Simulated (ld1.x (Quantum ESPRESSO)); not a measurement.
## tin: PAW pseudisation with LDA (PZ), fully relativistic reference atom.

```json
{
 "Element": "tin",
 "Generator": "ld1.x (Quantum ESPRESSO) 7.5",
 "Type": "PAW",
 "Functional": "LDA (PZ)",
 "Relativity": "fully relativistic",
 "Frozen core": "[Kr]",
 "Valence charge": "14",
 "Reference configuration": "4d10 5s2 5p1.5 (charge +0.5)",
 "Partial waves": "5s (bound): rcut 1.40, rcutus 1.90 bohr; 5s channel at 2.9 Ry: rcut 1.40, rcutus 1.90 bohr; 5p (bound): rcut 2.10, rcutus 2.60 bohr; 5p channel at 0.2 Ry: rcut 2.10, rcutus 2.60 bohr; 4d (bound): rcut 1.45, rcutus 1.75 bohr; 4d channel at -1.05 Ry: rcut 1.45, rcutus 1.75 bohr",
 "Local potential": "all-electron potential smoothed inside 2.15 bohr (lloc = -1)",
 "Core correction": "Bessel-smoothed model core, default radius (core density twice the valence density)",
 "Augmentation charge": "BESSEL, radius 1.15 bohr"
}
```

Open shells are filled in proportion to 2j + 1 (rel_dist='average').

Poles of the logarithmic derivatives, all-electron (AE) and pseudo (PS). s: poles at -0.2 (AE) and -0.2, 4.9 (PS) Ry. p1/2: poles at 0.8 (AE) and 0.8 (PS) Ry. p3/2: poles at 1.0 (AE) and 1.0 (PS) Ry. d3/2: poles at -2.2, 2.9 (AE) and -2.2, 2.9 (PS) Ry. d5/2: poles at -2.1, 3.0 (AE) and -2.1, 3.0 (PS) Ry. Test radius 2.84 bohr.

- Largest excitation error: -24 meV (all-electron minus pseudo) for 4d10 5s0 5p0, out of 7 test configurations

The ghost test of this file was not conclusive.
